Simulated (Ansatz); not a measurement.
H4S4Si, SMILES `S[Si](S)(S)S`, relaxed with RKS PBE-D4/def2-SVP in Ansatz from a rough embedded geometry. The force threshold is 0.03 eV/Å; the program also tests the step.

Charge 0, multiplicity 1.

Start:

```xyz
9

S     0.555   -1.726   -1.021
Si   -0.018   -0.012   -0.004
S     1.713    0.993    0.613
S    -1.097   -0.526    1.715
S    -1.160    1.240   -1.254
H    -0.700   -2.221   -1.254
H     2.298   -0.002    1.285
H    -1.398    0.708    2.084
H    -0.195    1.546   -2.163
```

How much energy does the relaxation release, and in how many steps? (Best estimate.)

Ansatz gave: 27.12 kJ/mol, in 8 steps.

Which bonds change most? (An estimate is asked.)

The calculation gave: S1–Si2 from 2.074 to 2.154 Å; Si2–S4 from 2.094 to 2.153 Å; Si2–S3 from 2.094 to 2.153 Å; Si2–S5 from 2.105 to 2.153 Å.

Give the relaxed structure. (Estimate.)

Ansatz gave: 
```xyz
9

S     0.615   -1.832   -0.955
Si    0.000   -0.002   -0.002
S     1.823    1.041    0.474
S    -1.265   -0.595    1.637
S    -1.173    1.381   -1.164
H    -0.641   -2.368   -0.943
H     2.431   -0.068    0.987
H    -1.672    0.680    1.907
H    -0.117    1.763   -1.941
```
